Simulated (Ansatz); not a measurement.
Process, species as SMILES: [Si](F)F (closed-shell singlet) → 2 F atom + Si atom
B3LYP-D3(BJ)/def2-TZVP geometries, fixed; electronic energies without zero-point terms.
Largest species:
```
Si
F 1 1.6090
F 1 1.6090 2 100.76
```

Basis-set convergence of the atomisation energy at PBE with Ansatz (a quantum-chemistry and plane-wave program). All functions are spherical. The program fits the integrals of some runs and decomposes those of others, by size. Open shells are unrestricted. No added dispersion term, no relativity. Functions are those of the species that has most. Reference: the value in aug-cc-pV(5+d)Z, 302.27 kcal/mol, itself unsure by roughly 0.06 kcal/mol (its mean distance from pcseg-4, aug-pcseg-3, aug-cc-pV(Q+d)Z). Deviations are taken from unrounded values.

```
basis            functions
---------------  ---------
cc-pV(D+d)Z             51
aug-cc-pV(D+d)Z         78
cc-pV(T+d)Z             99
jun-cc-pV(T+d)Z        126
aug-cc-pV(T+d)Z        147
cc-pV(Q+d)Z            174
aug-cc-pV(Q+d)Z        249
cc-pV(5+d)Z            282
aug-cc-pV(5+d)Z        390
```

Problem. Which is the smallest correlation-consistent set listed that can be trusted to 2 kcal/mol here, that is, within that of the reference together with its larger relatives (same family, alike in diffuse functions; a set with none to test it counts only in the reference's own line)?

Solution. The smallest set listed that lies within 2 kcal/mol of the reference with all its larger relatives (same family, alike in diffuse functions; a set with none counts only in the reference's own line) is cc-pV(T+d)Z (99 functions, -0.41 kcal/mol off). Value minus reference: cc-pV(D+d)Z -10.90, aug-cc-pV(D+d)Z -10.48, cc-pV(T+d)Z -0.41, jun-cc-pV(T+d)Z -2.54, aug-cc-pV(T+d)Z -1.53, cc-pV(Q+d)Z 1.01, aug-cc-pV(Q+d)Z -0.01, cc-pV(5+d)Z 0.10, aug-cc-pV(5+d)Z 0.00 kcal/mol.
